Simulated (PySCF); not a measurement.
# A fit for the 15N shielding

GIAO PBE0/pcSseg-1 on PBE0-D3(BJ)/def2-SVP geometries (PySCF 2.14, gas phase, non-relativistic):

| SMILES | IAO charge (e) of N | σ(N) (ppm) |
| --- | --- | --- |
| [BH3-][N+]#CCC(=O)C(F)(F)F | 0.064 | 11.4 |
| [BH3-][N+]#CCC(F)F | 0.053 | 19.3 |
| [BH3-][N+]#CCOC(F)(F)F | 0.070 | 11.6 |
| [BH3-][N+]#CCC=C | 0.038 | 26.4 |
| [BH3-][N+]#CCC | 0.034 | 28.5 |
| [BH3-][N+]#CCCC(F)(F)F | 0.044 | 23.7 |

Question: Fit σ(N) as a line in the IAO charge of N. How well does it hold?

Answer: σ = 45.7 − 506.0 x, with x in e; correlation -0.99, rms deviation 1.0 ppm, largest 1.9 ppm at `[BH3-][N+]#CCC(=O)C(F)(F)F`. A charge says how many electrons sit at the atom, not how easily they circulate, so such a line holds only within like compounds.

Question: A further member, `[BH3-][N+]#CCB(F)F`, has x = 0.042. What does the line predict, and what does the calculation give?

Answer: The line gives 24.4 ppm; the calculation 25.1 ppm, a difference of 0.7 ppm, within the usual scatter of the fit.
